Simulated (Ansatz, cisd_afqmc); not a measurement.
Species: GeH$_{2}$Br$_{2}$, charge 0, singlet. GeH2Br2 (dibromogermane, SMILES [Br][GeH2][Br]).
B3LYP-D3(BJ)/def2-TZVP minimum from Ansatz (a program for electronic structure):
```xyz
5

Ge    -0.0158    -0.8865     0.0234
Br     1.8961     0.4213     0.0222
Br    -1.8799     0.4867    -0.0462
H     -0.0532    -1.6721     1.3361
H     -0.0076    -1.7411    -1.2460
```
Charge 0, spin multiplicity 1.

Total energies in cc-pVDZ, 20 correlated electrons, 42 frozen orbitals. Open shells are spin-unrestricted; no spin-orbit coupling. Cores are frozen in correlated methods (noble-gas shells, and filled d and f shells in the p block). No relativity. The Monte Carlo rows (phaseless AFQMC, CISD trial, step 0.005/hartree) carry one-sigma bars that omit the constraint's bias. Outlying blocks are dropped, and bars are widened where a walk drifts. Over all cases where full CI ran beside it in this data, AFQMC minus full CI had a median of +0.1 mEh and passed +0.4 mEh in a tenth of the cases. Spin-orbit terms, left out, reach several kcal/mol for Br and I, and more for heavier atoms.

```csv
method,program,energy (Eh),minus CCSDT(Q) (mEh)
HF,Ansatz,-7221.35722,365.12
MP2,Ansatz,-7221.67752,44.83
CCSD,Ansatz,-7221.71312,9.22
CCSD(T),Ansatz,-7221.72082,1.52
CCSDT(Q),Ansatz,-7221.72234,0.00
AFQMC/CISD,cisd_afqmc,-7221.7221 ± 0.0004,0.3 ± 0.4
```

Rough core times of Ansatz's runs on a shared machine: CCSD(T) under 20 s, CCSDT(Q) 90 s.
